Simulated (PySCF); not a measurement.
F6Te, triplet (typed; the unrestricted solution is spin-contaminated), at a GFN2-xTB geometry (a higher spin typed on purpose: for a closed-shell molecule this is an excited state) (all electrons, no relativity); PySCF with HF/STO-3G.

Input for PySCF:
```python
from pyscf import gto, scf

mol = gto.M(
    atom='''
F     0.13208014   -1.44202813   -1.51950360
Te   -0.18810848   -0.11260985    0.04188065
F     1.72147784   -0.00682176   -0.40601892
F     0.78251826   -1.50252317    1.23930254
F    -0.16714950    1.21704620   -1.36295986
F     0.47092639    1.15770093    1.34341240
F    -1.85300413    1.22726060    0.46379036
''',
    basis='sto-3g',
    spin=2,
    verbose=5,
)

mf = scf.UHF(mol)
mf.kernel()
mf.analyze()
```

Task: Predict the main parts of the log of this PySCF run.

Result: 
```
PySCF version 2.14.0

[INPUT] verbose = 5
[INPUT] max_memory = 4000
[INPUT] num. atoms = 7
[INPUT] num. electrons = 106
[INPUT] charge = 0
[INPUT] spin (= nelec alpha-beta = 2S) = 2
[INPUT] symmetry False subgroup None
[INPUT] Mole.unit = angstrom
[INPUT] Symbol           X                Y                Z      unit          X                Y                Z       unit  Magmom
[...]
[INPUT] ---------------- BASIS SET ----------------
[INPUT] l, kappa, [nprim/nctr], expnt,             c_1 c_2 ...
[INPUT] Te
[...]
                                1058.309972       0.5353281423
                                286.4199797       0.4446345422
[...]
                                119.1530471       0.3995128261
                                38.752269         0.7001154689
[...]
                                20.1276997        0.2175436044
                                7.765892279       0.9166769611
[...]
                                2.612043655       0.0576109534
                                1.149828048       1.115578745
[...]
                                0.3775912653      -0.1972567438
                                0.166788702       1.375495512
[...]
                                119.1530471       0.6076837186
                                38.752269         0.3919573931
[...]
                                20.1276997        0.5777664691
                                7.765892279       0.4846460366
[...]
                                2.612043655       0.5852047641
                                1.149828048       0.543944204
[...]
                                0.3775912653      0.629032369
                                0.166788702       0.6662832743
[...]
                                20.1276997        0.6555473627
                                7.765892279       0.286573259
[...]
                                2.612043655       0.6686785577
                                1.149828048       0.3052468245
[INPUT] F
[...]
                                30.360812         0.53532814
                                8.2168207         0.44463454
[...]
                                1.5022812         0.39951283
                                0.4885885         0.70011547
[...]
                                1.5022812         0.60768372
                                0.4885885         0.39195739

nuclear repulsion = 957.30039867966
number of shells = 29
number of NR pGTOs = 171
number of NR cGTOs = 57
basis = sto-3g
ecp = {}

******** <class 'pyscf.scf.uhf.UHF'> ********
method = UHF
initial guess = minao
damping factor = 0
level_shift factor = 0
DIIS = <class 'pyscf.scf.diis.CDIIS'>
diis_start_cycle = 1
diis_space = 8
diis_damp = 0
SCF conv_tol = 1e-09
SCF conv_tol_grad = None
SCF max_cycles = 50
direct_scf = True
direct_scf_tol = 1e-13
number electrons alpha = 54  beta = 52
Set gradient conv threshold to 3.16228e-05
E1 = -11670.607593032988  E2 = 3599.2683140682066  Ecoul = 3825.007663463673  Exc = -225.73934939546643
init E= -7114.03888028512
cond(S) = 5.3882401234837864

  alpha mo_energy =
[-1.12048702e+03 -1.70667849e+02 -1.62146275e+02 -1.62146265e+02
 -1.62146263e+02 -3.48319510e+01 -3.17736006e+01 -3.17735291e+01
 -3.17734702e+01 -2.66251571e+01 -2.66248834e+01 -2.66208904e+01
 -2.65804926e+01 -2.65802985e+01 -2.65533759e+01 -2.28549460e+01
 -2.28549382e+01 -2.28549355e+01 -2.28549089e+01 -2.28548808e+01
 -6.86369198e+00 -5.51252680e+00 -5.51234465e+00 -5.51129404e+00
 -2.48881134e+00 -2.48532140e+00 -2.47933607e+00 -2.47854042e+00
 -2.47744038e+00 -2.15340610e+00 -2.05062979e+00 -2.04481708e+00
 -1.97754456e+00 -1.96199976e+00 -1.93860318e+00 -1.24107149e+00
 -1.09088118e+00 -1.08385962e+00 -1.04126327e+00 -9.42739849e-01
 -9.33885227e-01 -9.22434776e-01 -9.15152922e-01 -9.03673671e-01
 -8.98707459e-01 -8.94655704e-01 -8.83263231e-01 -8.77586961e-01
 -8.67484185e-01 -8.61725631e-01 -8.61434385e-01 -8.45762989e-01
 -8.45759981e-01 -5.90455843e-01 -2.91551415e-01 -2.52358588e-01
 -2.42245718e-01]
[...]
SCF not converged.
Total Energy =                       -7134.891290754131660
[...]
2 F 2px          0.25410   0.49436
2 F 2py         -0.04019   0.07596
2 F 2pz         -0.06079  -0.11489
3 F 1s          -0.00052   0.00149
3 F 2s           0.02694  -0.07358
3 F 2px         -0.10213   0.16547
3 F 2py          0.06193  -0.25458
3 F 2pz         -0.09130   0.19864
4 F 1s           0.00233   0.00074
4 F 2s          -0.11615  -0.03490
4 F 2px          0.00024  -0.05936
4 F 2py          0.16098   0.07791
4 F 2pz         -0.29176  -0.05130
5 F 1s           0.00233   0.00074
5 F 2s          -0.11613  -0.03490
5 F 2px          0.13204  -0.02944
5 F 2py          0.14868   0.07513
5 F 2pz          0.26733   0.07559
6 F 1s           0.00121  -0.00071
6 F 2s          -0.06185   0.03657
6 F 2px         -0.14561   0.05709
6 F 2py          0.40925  -0.24871
6 F 2pz          0.04330  -0.01891

To work with the spin densities directly, `use mulliken_meta_spin()` only printing them here.

 ** Mulliken spin pop alpha/beta on meta-lowdin orthogonal AOs **
 ** Mulliken Spin Density (per AO)  **
spin_pop of  0 F 1s       -0.00000
spin_pop of  0 F 2s       -0.00497
spin_pop of  0 F 2px       0.06645
spin_pop of  0 F 2py       0.26563
spin_pop of  0 F 2pz       0.21077
spin_pop of  1 Te 1s        0.00000
spin_pop of  1 Te 2s        0.00000
spin_pop of  1 Te 3s        0.00001
spin_pop of  1 Te 4s        0.00000
spin_pop of  1 Te 5s        0.02556
spin_pop of  1 Te 2px      -0.00000
spin_pop of  1 Te 2py      -0.00000
spin_pop of  1 Te 2pz      -0.00000
spin_pop of  1 Te 3px      -0.00000
spin_pop of  1 Te 3py       0.00000
spin_pop of  1 Te 3pz      -0.00000
spin_pop of  1 Te 4px      -0.00004
spin_pop of  1 Te 4py      -0.00000
spin_pop of  1 Te 4pz      -0.00004
spin_pop of  1 Te 5px      -0.11244
spin_pop of  1 Te 5py      -0.00620
spin_pop of  1 Te 5pz      -0.17250
spin_pop of  1 Te 3dxy      0.00000
spin_pop of  1 Te 3dyz     -0.00000
spin_pop of  1 Te 3dz^2     0.00000
spin_pop of  1 Te 3dxz      0.00000
spin_pop of  1 Te 3dx2-y2    0.00000
spin_pop of  1 Te 4dxy      0.00005
spin_pop of  1 Te 4dyz     -0.00024
spin_pop of  1 Te 4dz^2     0.00014
spin_pop of  1 Te 4dxz      0.00009
spin_pop of  1 Te 4dx2-y2    0.00044
spin_pop of  2 F 1s       -0.00000
spin_pop of  2 F 2s       -0.00938
spin_pop of  2 F 2px       0.45759
spin_pop of  2 F 2py       0.01724
spin_pop of  2 F 2pz       0.02216
spin_pop of  3 F 1s       -0.00000
spin_pop of  3 F 2s       -0.00497
spin_pop of  3 F 2px       0.19471
spin_pop of  3 F 2py       0.28238
spin_pop of  3 F 2pz       0.06579
spin_pop of  4 F 1s       -0.00000
spin_pop of  4 F 2s       -0.00382
spin_pop of  4 F 2px      -0.00348
spin_pop of  4 F 2py      -0.10346
spin_pop of  4 F 2pz      -0.01580
spin_pop of  5 F 1s       -0.00000
spin_pop of  5 F 2s       -0.00382
spin_pop of  5 F 2px      -0.00005
spin_pop of  5 F 2py      -0.09808
spin_pop of  5 F 2pz      -0.02465
spin_pop of  6 F 1s       -0.00000
spin_pop of  6 F 2s        0.00201
spin_pop of  6 F 2px       0.01021
spin_pop of  6 F 2py       0.94162
spin_pop of  6 F 2pz       0.00112
 ** Mulliken Spin Density (per atom)  **
spin density of  0 F =      0.53787
spin density of  1 Te =     -0.26517
spin density of  2 F =      0.48761
spin density of  3 F =      0.53791
spin density of  4 F =     -0.12658
spin density of  5 F =     -0.12661
spin density of  6 F =      0.95496
 ** Mulliken pop alpha/beta on meta-lowdin orthogonal AOs **
 ** Mulliken pop       alpha | beta **
In total            54.00000 | 52.00000
 ** Mulliken atomic charges   ( Nelec_alpha | Nelec_beta ) **
charge of  0F =     -0.20474  (     4.87131      4.33343 )
charge of  1Te =      1.19220  (    25.27131     25.53649 )
charge of  2F =     -0.17930  (     4.83346      4.34584 )
charge of  3F =     -0.20472  (     4.87131      4.33341 )
charge of  4F =     -0.32346  (     4.59844      4.72502 )
charge of  5F =     -0.32346  (     4.59843      4.72503 )
charge of  6F =      0.04348  (     4.95574      4.00078 )
Dipole moment(X, Y, Z, Debye): -2.45570,  0.17266,  0.58284
```

Convergence was not reached.
